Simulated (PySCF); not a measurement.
# Computed properties of Si(H)2(Me)(NHMe) (C2H9NSi), SMILES CN[SiH2]C

C2H9NSi, SMILES CN[SiH2]C. The structure is a stationary point at B3LYP-D3(BJ)/def2-SVP. Other conformers were not sampled. All values are computed for the isolated molecule unless a solvent is named; none is compared with measurement here.

**Structure.** All 33 harmonic modes at B3LYP-D3(BJ)/def2-SVP (PySCF) are real, so it is a minimum. With heavy atoms numbered as in [SiH2:1]([CH3:2])[NH:3][CH3:4], the shortest bond between them is N3–C4 at 1.451 Å and the longest Si1–C2 at 1.881 Å.

**Vibrations.** The strongest infrared lines (harmonic, unscaled, degenerate partners summed) lie at 943 cm⁻¹ (257 km/mol, H 80 %, Si 13 %), 2147 cm⁻¹ (199 km/mol, H 97 %), 970 cm⁻¹ (160 km/mol, H 92 %). The softest mode is at 77 cm⁻¹ and the zero-point energy is 67.4 kcal/mol.

**Electronic structure.** r2SCAN/def2-TZVP (PySCF) places the frontier levels at -5.52 and 0.58 eV, a gap of 6.10 eV, and gives a dipole moment of 0.90 D and a mean polarisability of 60.2 bohr³. PBE/def2-TZVP (PySCF) at the same geometry gives -5.25 and 0.04 eV, so its gap is 0.81 eV narrower. An orbital gap is neither the optical nor the fundamental gap.

**Excitations.** TDA-CAM-B3LYP/def2-SVPD (PySCF) has S1 at 5.97 eV (208 nm, f = 0.003, weak); the most intense of the 10 singlets computed lies at 8.78 eV (f = 0.07). T1 (TDA) is at 5.70 eV, 0.27 eV under S1. TDA-PBE/def2-SVPD (PySCF) puts S1 at 5.16 eV. No vertical singlet excitation falls in the visible range (under 3.1 eV).

**NMR.** GIAO shifts at HF/pcSseg-1 (PySCF) (non-relativistic, atoms alike by connectivity averaged): ¹³C from -1.3 to 29.7 ppm against TMS; ¹H from 0.1 to 4.4 ppm against TMS; ²⁹Si at -29.7 ppm against TMS.

**Solvation.** SMD-B3LYP/6-31G* (PySCF) gives 0.9 kcal/mol in water, -1.2 kcal/mol in dimethylsulfoxide, -2.1 kcal/mol in ethylethanoate (1 M in both phases, gas-phase geometry); of these solvents ethylethanoate holds the molecule best.
